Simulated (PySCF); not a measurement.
Species: C₆H₆N₂.
Bonds: C1–N2 (double), N2–C3, C3–C4, C4–C5 (triple), C5–C6, C6–C7, C7–N8 (triple). Hydrogens: H9, H10 on C1; H11, H12 on C3; H13, H14 on C6.

The closed-shell SCF was solved with PySCF and density fitting under several settings on one GFN2-xTB geometry (grid level 2 and gas phase unless stated).

```json
{"settings": "PBE0/pcSseg-1", "basis functions": "166", "SCF cycles": "15", "E (Eh)": "-341.1791", "HOMO (eV)": "-7.62", "LUMO (eV)": "-0.63", "dipole (D)": "3.20"}
{"settings": "PBE0/def2-SVPD", "basis functions": "208", "SCF cycles": "15", "E (Eh)": "-340.9829", "HOMO (eV)": "-7.66", "LUMO (eV)": "-0.76", "dipole (D)": "3.29"}
```

Task: Estimate the row for these settings: CAM-B3LYP/STO-3G, energy threshold 1e-08 Eh, damping 0.1 at the start, DIIS from the seventh cycle.

Result: 
| settings | basis functions | SCF cycles | E (Eh) | HOMO (eV) | LUMO (eV) | dipole (D) |
| --- | --- | --- | --- | --- | --- | --- |
| CAM-B3LYP/STO-3G, energy threshold 1e-08 Eh, damping 0.1 at the start, DIIS from the seventh cycle | 46 | 19 | -337.0966 | -6.53 | 3.91 | 2.06 |

Task: Over all rows, what range does the HOMO–LUMO gap span?

Result: From 6.90 eV (PBE0/def2-SVPD) to 10.44 eV (CAM-B3LYP/STO-3G, energy threshold 1e-08 Eh, damping 0.1 at the start, DIIS from the seventh cycle). The functional of the narrowest has 25 % exact exchange, that of the widest range-separated exact exchange.

Task: Compare two rows with the functional PBE0: PBE0/pcSseg-1 and PBE0/def2-SVPD. Which energy is lower, and by how much?

Result: PBE0/pcSseg-1 (166 functions) lies 0.1962 Eh or 123 kcal/mol below PBE0/def2-SVPD (208 functions). The smaller set gives the lower energy; the two sets aren't nested, so the variational bound doesn't order them by size.

Whole jobs, the steps after the SCF included, on Intel Xeon Platinum 8488C, one thread, shared host:

```json
{"settings": "PBE0/pcSseg-1", "work after the SCF": "shieldings, charges and field gradients", "wall time": "18 s", "peak memory": "0.73 GiB"}
{"settings": "PBE0/def2-SVPD", "work after the SCF": "6 singlets by full TDDFT, 2 Tamm–Dancoff triplets, polarisability", "wall time": "27 s", "peak memory": "0.84 GiB"}
{"settings": "CAM-B3LYP/STO-3G, energy threshold 1e-08 Eh, damping 0.1 at the start, DIIS from the seventh cycle", "work after the SCF": "shieldings, charges and field gradients", "wall time": "6.8 s", "peak memory": "0.48 GiB"}
```

Cycle counts include a coarse-grid stage where the run had one.

Shape of the structure used: `[CH2:1]=[N:2][CH2:3][C:4]#[C:5][CH2:6][C:7]#[N:8]`: C1–N2–C3–C4 121°.

One conformer stands for the species.
